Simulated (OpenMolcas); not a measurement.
A calculation on Ta I.

* Program: OpenMolcas 26.06
* Method: RASSCF
* Basis: ANO-RCC-VTZP [8s7p5d3f2g1h]
* Scalar Hamiltonian: DKH2, point nucleus
* Active space: 5 electrons in 9 orbitals (RAS2 5d 6s; RAS3 6p, at most 2 electrons)
* State averaging: 2S+1 = 4 even, 50 roots; 2S+1 = 6 even, 6 roots kept (CI in the orbitals of an earlier block, 5 in the spin-orbit step); 2S+1 = 2 even, 84 roots kept (CI in the orbitals of an earlier block, 50 in the spin-orbit step); 2S+1 = 4 odd, 89 roots (49 in the spin-orbit step); 2S+1 = 6 odd, 30 roots kept (CI in the orbitals of an earlier block, 29 in the spin-orbit step); 2S+1 = 2 odd, 62 roots kept (CI in the orbitals of an earlier block, 25 in the spin-orbit step)
* Spin-orbit coupling: state interaction with AMFI integrals over the reference wave functions, term energies averaged over their components

Which level of the active space comes out lowest?

5d3 6s2 4F 3/2, with 92 % of that term; it is also the measured ground level.

How high does 5d4 6s 6D 1/2 [73 %] lie?

9156 cm-1 above the lowest level.

How high does 5d4 6s 6D 3/2 lie?

9369 cm-1 above the lowest level.

How high does 5d3 6s2 4F 9/2 lie?

5473 cm-1 above the lowest level; measured 5621 cm-1 above the ground level, so the calculation is off by -3 %.

The level at 9520 cm-1 has J = 5/2. What is it made of, and what is its g factor?

64 % 5d3 6s2 4P 5/2, 33 % 5d4 6s 6D; g = 1.610, against 1.601 from Landé's formula for the pure leading term.

Measured values: NIST Handbook of Basic Atomic Spectroscopic Data.

Some high roots are left out of the spin-orbit mixing, which shifts the levels that they would mix with. Without dynamic correlation excited terms often stand tens of per cent too high (terms of higher spin than the ground term too low), and those without a measured partner can miss by more than the paired ones. Terms from blocks run as CI alone lack orbitals of their own. Configurations are named by rounded mean occupations; where the s occupation lies near a half they are strongly mixed, a name can repeat and a true partner stay unpaired. A single d shell beside an s shell can misplace configurations of different d count against each other. Computed and measured levels are paired by configuration, term and J; levels that our copy of the source lacks, or whose pairing is in doubt (as where it misses far off the trend of its configuration), stay unpaired and out of the deviations. Only configurations of the active space appear.

A share in square brackets marks a mixed level and gives the weight of the term that names it.
